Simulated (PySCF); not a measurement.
# Electron correlation in Zn²⁺ (zinc, charge +2)

[Ar] 3d9 4p1, one real determinant (an excited configuration). All numbers are calculated (PySCF 2.14, the non-relativistic Hamiltonian (point nucleus), in def2-TZVPPD). Frozen: [Ne]; 18 electrons correlated.

```json
{"level": "CCSD", "correlation energy (mhartree)": "-598.89"}
{"level": "(T)", "correlation energy (mhartree)": "-8.62"}
{"level": "CCSD(T)", "correlation energy (mhartree)": "-607.51"}
```

Diagnostics: T1 = 0.0068, D1 = 0.0193, largest double amplitude 0.027.

The real determinant used has ⟨L²⟩ near 8 against 12 for a pure F term, so it mixes terms.

Cost of the coupled-cluster step: about 14 core-seconds, for 18 correlated electrons.

Iterations:

```
CC2 = 0
CCSD nocc = (np.int64(10), np.int64(8)), nmo = (62, 62)
frozen orbitals [[0, 1, 2, 3, 4], [0, 1, 2, 3, 4]]
max_cycle = 100
direct = 0
conv_tol = 1e-08
conv_tol_normt = 1e-06
diis_space = 8
diis_start_cycle = 0
Init t2, MP2 energy = -0.634074068969347
Init E_corr(UCCSD) = -0.634074068976896
cycle = 1  E_corr(UCCSD) = -0.583452266172004  dE = 0.0506218028  norm(t1,t2) = 0.0621979
cycle = 2  E_corr(UCCSD) = -0.601213841844686  dE = -0.0177615757  norm(t1,t2) = 0.0205553
cycle = 3  E_corr(UCCSD) = -0.598462867562326  dE = 0.00275097428  norm(t1,t2) = 0.00937338
cycle = 4  E_corr(UCCSD) = -0.598626687817748  dE = -0.000163820255  norm(t1,t2) = 0.0033793
cycle = 5  E_corr(UCCSD) = -0.598900723079565  dE = -0.000274035262  norm(t1,t2) = 0.00239079
cycle = 6  E_corr(UCCSD) = -0.598845020862079  dE = 5.57022175e-05  norm(t1,t2) = 0.00193111
cycle = 7  E_corr(UCCSD) = -0.598832351345186  dE = 1.26695169e-05  norm(t1,t2) = 0.000888488
cycle = 8  E_corr(UCCSD) = -0.598910398848346  dE = -7.80475032e-05  norm(t1,t2) = 0.000324937
cycle = 9  E_corr(UCCSD) = -0.598888410498953  dE = 2.19883494e-05  norm(t1,t2) = 0.000120328
cycle = 10  E_corr(UCCSD) = -0.59888834983699  dE = 6.06619629e-08  norm(t1,t2) = 3.438e-05
cycle = 11  E_corr(UCCSD) = -0.598890444962146  dE = -2.09512516e-06  norm(t1,t2) = 1.3406e-05
cycle = 12  E_corr(UCCSD) = -0.598890108968012  dE = 3.35994134e-07  norm(t1,t2) = 4.9311e-06
cycle = 13  E_corr(UCCSD) = -0.598890224285728  dE = -1.15317716e-07  norm(t1,t2) = 2.21394e-06
cycle = 14  E_corr(UCCSD) = -0.598890101837628  dE = 1.224481e-07  norm(t1,t2) = 7.20955e-07
cycle = 15  E_corr(UCCSD) = -0.598890129325713  dE = -2.74880854e-08  norm(t1,t2) = 2.27986e-07
cycle = 16  E_corr(UCCSD) = -0.598890131772489  dE = -2.44677556e-09  norm(t1,t2) = 8.16658e-08
UCCSD converged
E(UCCSD) = -1776.930581858221  E_corr = -0.5988901317724888
UCCSD(T) correction = -0.00861721410361399
```

The reference is one real determinant that mixes LS terms of this configuration.

This basis was not built for core-valence correlation, so the inner-shell part is incomplete.
